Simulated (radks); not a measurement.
The numbers below are computed, except where a source is named.
Question: Mo, configuration [Kr] 4d5 5s1 (the NIST ground configuration). Code: a radial shooting solver on a logarithmic mesh with Libxc functionals. Model: Dirac Kohn-Sham, PBE, spin-unpolarised, spherical densities, point nucleus; open shells fill j = l - 1/2 first. Some entries of the table are withheld. Estimate them.

orbital,occ.,eigenvalue (hartree),<1/r> (bohr^-1),r(max) (bohr)
1s1/2,2,-728.1134,43.55,0.02287
2s1/2,2,-102.8080,9.913,0.1297
2p1/2,2,-94.57447,9.889,0.1009
2p3/2,4,-90.65841,9.416,0.1048
3s1/2,2,-17.49583,3.391,0.3838
3p1/2,2,-14.36321,(1),0.3710
3p3/2,4,-13.71849,(2),0.3803
3d3/2,4,-8.18247,2.986,(3)
3d5/2,6,-8.06041,2.957,(4)
4s1/2,2,-2.35933,1.234,0.9896
4p1/2,2,-1.47221,1.110,1.055
4p3/2,4,-1.38108,1.077,1.080
5s1/2,1,-0.14946,0.3558,2.952
4d3/2,4,-0.14006,(5),1.377
4d5/2,1,-0.13261,(6),1.391

Answer: 
(1) 3p1/2 <1/r> (bohr^-1): 3.289
(2) 3p3/2 <1/r> (bohr^-1): 3.176
(3) 3d3/2 r(max) (bohr): 0.3210
(4) 3d5/2 r(max) (bohr): 0.3238
(5) 4d3/2 <1/r> (bohr^-1): 0.6969
(6) 4d5/2 <1/r> (bohr^-1): 0.6865
